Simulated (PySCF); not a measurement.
C2H12Si4, SMILES C1[SiH](C[SiH2][SiH2]1)[SiH3].

Coordinates come from a PBE0-D3(BJ)/def2-SVP optimisation. This is a generated structure with no PubChem entry under its InChIKey; it may be hypothetical. The values are those of a single conformer.

Level of theory: PBE0-D3(BJ)/def2-SVP in PySCF.

Frequencies are harmonic and unscaled.

```tsv
mode	ν (cm⁻¹)	IR (km/mol)	moving atoms (share of kinetic energy)
1	68	1.0	Si 50 %, H 26 %, C 24 %
2	70	0.0	H 52 %, Si 29 %, C 19 %
3	98	1.2	Si 59 %, H 26 %, C 15 %
4	101	0.1	H 91 %
5	180	0.6	Si 49 %, H 35 %, C 16 %
6	244	0.2	Si 55 %, H 28 %, C 17 %
7	280	2.4	Si 67 %, C 17 %, H 17 %
8	356	12.6	H 93 %
9	418	6.1	Si 52 %, H 41 %
10	429	4.6	Si 73 %, H 26 %
11	468	0.0	H 76 %, Si 21 %
12	491	17.2	H 82 %, Si 14 %
13	502	10.9	Si 53 %, H 45 %
14	566	0.3	H 80 %, Si 14 %
15	579	0.8	H 76 %, C 12 %, Si 11 %
16	626	6.0	C 49 %, H 41 %, Si 10 %
17	647	0.6	H 52 %, C 32 %, Si 17 %
18	686	7.5	H 89 %, Si 10 %
19	697	7.3	H 65 %, C 20 %, Si 15 %
20	701	18.6	C 38 %, H 36 %, Si 26 %
21	721	110.9	H 45 %, C 34 %, Si 21 %
22	771	66.7	H 60 %, C 24 %, Si 16 %
23	791	395.8	H 71 %, C 16 %, Si 13 %
24	822	32.7	H 68 %, C 20 %, Si 11 %
25	834	145.0	H 77 %, C 14 %, Si 9 %
26	874	153.4	H 88 %, Si 11 %
27	925	68.9	H 96 %
28	933	74.2	H 97 %
29	935	51.5	H 96 %
30	935	41.1	H 97 %
31	965	8.1	H 88 %, C 10 %
32	1002	0.6	H 93 %
33	1029	46.3	H 73 %, C 25 %
34	1038	87.9	H 67 %, C 29 %
35	1364	6.6	H 91 %, C 8 %
36	1375	10.7	H 92 %
37	2193	53.1	H 97 %
38	2207	92.7	H 98 %
39	2209	103.4	H 98 %
40	2216	6.6	H 96 %
41	2216	188.9	H 97 %
42	2219	28.4	H 96 %
43	2223	88.8	H 96 %
44	2224	226.4	H 96 %
45	3074	0.1	H 94 %
46	3074	0.7	H 94 %
47	3151	0.1	H 91 %, C 9 %
48	3151	0.1	H 91 %, C 9 %
```
